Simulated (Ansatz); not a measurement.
**C2F6 (hexafluoroethane): the energy to break a bond**

C2F6: 8 atoms, total charge 0, spin state singlet. As SMILES, `FC(F)(F)C(F)(F)F`. Geometry: optimised at PBE0/def2-SVP.

```xyz
8

F     1.0615   -0.7642    1.1513
C     0.6596   -0.3955   -0.0546
F     1.5912    0.3629   -0.6105
F     0.4746   -1.4735   -0.7999
C    -0.6596    0.3955    0.0546
F    -0.4733    1.4761    0.7958
F    -1.0641    0.7599   -1.1518
F    -1.5898   -0.3612    0.6151
```

Wanted: the dissociation energy of the F7–C5 bond into doublet F and doublet C2F5 (shapes relaxed at PBE0/def2-SVP, no zero-point term). 1 Eh = 2625.50 kJ/mol = 27.2114 eV. Totals in Eh; open shells run unrestricted unless said.

| level | program | C2F6 | doublet F | doublet C2F5 |
| --- | --- | --- | --- | --- |
| PBE/def2-SVP | Ansatz | -674.122110 | -99.539757 | -574.370031 |
| wB97M-V/def2-SVP | Ansatz | -674.603426 | -99.614309 | -574.775675 |
| MP2/def2-SVP, 8 core orbitals frozen | Ansatz | -673.193411 | -99.422431 | -573.562985 |

**Question.** Work out the dissociation energy at each level.

**Answer.** 
1. PBE/def2-SVP: (-99.539757) + (-574.370031) − (-674.122110) = 0.212322 Eh = 557.5 kJ/mol = 5.78 eV.
2. wB97M-V/def2-SVP: (-99.614309) + (-574.775675) − (-674.603426) = 0.213442 Eh = 560.4 kJ/mol = 5.81 eV.
3. MP2/def2-SVP: (-99.422431) + (-573.562985) − (-673.193411) = 0.207995 Eh = 546.1 kJ/mol = 5.66 eV.

The levels span 546 to 560 kJ/mol; no measured value is set beside them. A bond enthalpy at 298 K also holds the loss of zero-point energy and thermal terms.
